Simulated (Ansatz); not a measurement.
Mulliken charges of `CNB(F)F` from B3LYP/def2-TZVPP in Ansatz (PBE0-D4/def2-TZVP geometry).

| atom | x (Å) | y (Å) | z (Å) | charge (e) |
| --- | --- | --- | --- | --- |
| C1 | -1.125 | -0.227 | -0.072 | -0.164 |
| N2 | 0.129 | 0.271 | 0.443 | -0.209 |
| B3 | 1.377 | 0.125 | -0.154 | 0.461 |
| F4 | 1.528 | -0.520 | -1.309 | -0.276 |
| F5 | 2.470 | 0.629 | 0.416 | -0.264 |
| H6 | -1.832 | 0.586 | -0.264 | 0.101 |
| H7 | -0.945 | -0.745 | -1.013 | 0.101 |
| H8 | -1.592 | -0.933 | 0.620 | 0.101 |
| H9 | 0.078 | 0.768 | 1.316 | 0.148 |

By hand: the dipole of these point charges (1 e Å = 4.8032 D).

Σ q r = (-0.711, 0.019, 0.228) e Å, of length 0.747 e Å = 3.59 D.

How does the dipole of the full density compare? (Estimate.)

Computed: (-0.529, 0.050, 0.232) e Å, 2.78 D; the point charges give 1.29 times that, at 7° from its direction.

Point charges leave out the atoms' own dipoles, such as those of lone pairs, and Mulliken's split depends on the basis, so the two needn't agree.

B3LYP here is the variant with VWN-RPA as its local correlation; programs differ in this.
